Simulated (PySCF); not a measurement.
SiHF2Cl, SMILES F[SiH](F)Cl. Atoms are numbered in the order given.

```xyz
5

Si    -0.4217    -0.3654     0.0000
F     -1.1043     0.2947     1.2957
F     -1.1043     0.2947    -1.2957
Cl     1.5544     0.0957     0.0000
H     -0.6444    -1.8159     0.0000
```
Charge 0, spin multiplicity 1.

Geometry: ωB97X-D3(BJ)/def2-SVP.

Method: TDA-CAM-B3LYP/def2-SVPD (PySCF).

Vertical excitations. Isolated molecule, no solvent. State labels are in the subgroup Cs.

Task: Give excitation energies, oscillator strengths and character. (An estimate is asked for; the answer gives what the named calculation found.)

Result: 
```json
[
 {"state": "S1", "symmetry": "A'", "energy (eV)": "8.95", "λ (nm)": "138", "f": "0.080", "main pairs": "HOMO→LUMO 54 %, HOMO→LUMO+1 36 %"},
 {"state": "S2", "symmetry": "A\"", "energy (eV)": "8.96", "λ (nm)": "138", "f": "0.023", "main pairs": "HOMO−1→LUMO 48 %, HOMO−1→LUMO+1 27 %, HOMO→LUMO+2 17 %"},
 {"state": "S3", "symmetry": "A\"", "energy (eV)": "9.12", "λ (nm)": "136", "f": "0.026", "main pairs": "HOMO→LUMO+2 77 %"},
 {"state": "S4", "symmetry": "A'", "energy (eV)": "9.38", "λ (nm)": "132", "f": "0.004", "main pairs": "HOMO−1→LUMO+2 68 %, HOMO→LUMO+1 12 %"},
 {"state": "S5", "symmetry": "A\"", "energy (eV)": "9.65", "λ (nm)": "129", "f": "0.005", "main pairs": "HOMO−1→LUMO+1 54 %, HOMO−1→LUMO 26 %, HOMO−1→LUMO+7 10 %"},
 {"state": "S6", "symmetry": "A'", "energy (eV)": "9.85", "λ (nm)": "126", "f": "0.074", "main pairs": "HOMO→LUMO 32 %, HOMO→LUMO+1 31 %, HOMO−1→LUMO+2 10 %, HOMO→LUMO+3 8 %"},
 {"state": "S7", "symmetry": "A'", "energy (eV)": "9.96", "λ (nm)": "124", "f": "0.002", "main pairs": "HOMO→LUMO+3 70 %"},
 {"state": "S8", "symmetry": "A\"", "energy (eV)": "10.04", "λ (nm)": "124", "f": "0.020", "main pairs": "HOMO−1→LUMO+3 72 %"},
 {"state": "S9", "symmetry": "A\"", "energy (eV)": "10.08", "λ (nm)": "123", "f": "0.065", "main pairs": "HOMO−2→LUMO+2 83 %"},
 {"state": "S10", "symmetry": "A'", "energy (eV)": "10.28", "λ (nm)": "121", "f": "0.105", "main pairs": "HOMO−2→LUMO+1 84 %"},
 {"state": "T1", "symmetry": "A'", "energy (eV)": "8.29", "λ (nm)": "149", "f": "0", "main pairs": "HOMO→LUMO+1 43 %, HOMO→LUMO 42 %"},
 {"state": "T2", "symmetry": "A\"", "energy (eV)": "8.41", "λ (nm)": "147", "f": "0", "main pairs": "HOMO−1→LUMO 50 %, HOMO−1→LUMO+1 36 %"},
 {"state": "T3", "symmetry": "A\"", "energy (eV)": "8.73", "λ (nm)": "142", "f": "0", "main pairs": "HOMO→LUMO+2 80 %"},
 {"state": "T4", "symmetry": "A'", "energy (eV)": "8.85", "λ (nm)": "140", "f": "0", "main pairs": "HOMO−1→LUMO+2 79 %"}
]
```
Triplets are in the Tamm–Dancoff approximation.
